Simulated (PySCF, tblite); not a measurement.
Species: C3H12Si2.
Numbering: `[CH3:1][CH:2]([CH3:3])[SiH2:4][SiH3:5]` (hydrogens: H6, H7, H8 on C1; H9 on C2; H10, H11, H12 on C3; H13, H14 on Si4; H15, H16, H17 on Si5)

The geometry is computed with GFN2-xTB (gas phase).

Question: Give the optimised bond lengths and angles.

Answer: 
```csv
bond,length (pm)
"C1–C2, C2–C3",152.6
C2–Si4,191.6
Si4–Si5,230.9
C1–H6 and 5 like bonds,108.9
C2–H9,109.7
"Si4–H13, Si4–H14",147.2
"Si5–H15, Si5–H16, Si5–H17",146.6
```

Bonds in one row agree within 1 pm and their mean is given. A selection of angles:
```csv
angle,degrees
C2–C1–H6,110.8
C2–C1–H8,110.5
H6–C1–H7,108.3
C1–C2–C3,110.1
C1–C2–Si4,111.4
C1–C2–H9,107.6
Si4–C2–H9,108.6
C2–Si4–Si5,111.8
C2–Si4–H13,107.0
Si5–Si4–H13,112.8
H13–Si4–H14,105.3
Si4–Si5–H15,113.6
Si4–Si5–H17,111.3
H15–Si5–H16,105.8
H16–Si5–H17,106.5
```

Torsions: C1–C2–Si4–Si5 179° (antiperiplanar). The mirror-image conformer, all signs reversed, is as good.

Si5 (SiH3 silicon) is distorted tetrahedral (angles from 105.8° to 113.6°). Of the pairs four or more bonds apart, Si5···H10 is among the closest relative to their van der Waals radii: 3.22 Å, 98 % of the sum of Bondi's values. Si4 (SiH2 silicon) is distorted tetrahedral (angles from 105.3° to 112.9°).

Point group: C1 (no symmetry element, even within 0.4 Å). Its GFN2-xTB frequencies are all real (lowest 29 cm⁻¹). The numbers are those of one conformer. 2 starts were optimised and ended at 0.00 and 0.11 kcal/mol (GFN2-xTB); the lowest of these is shown.
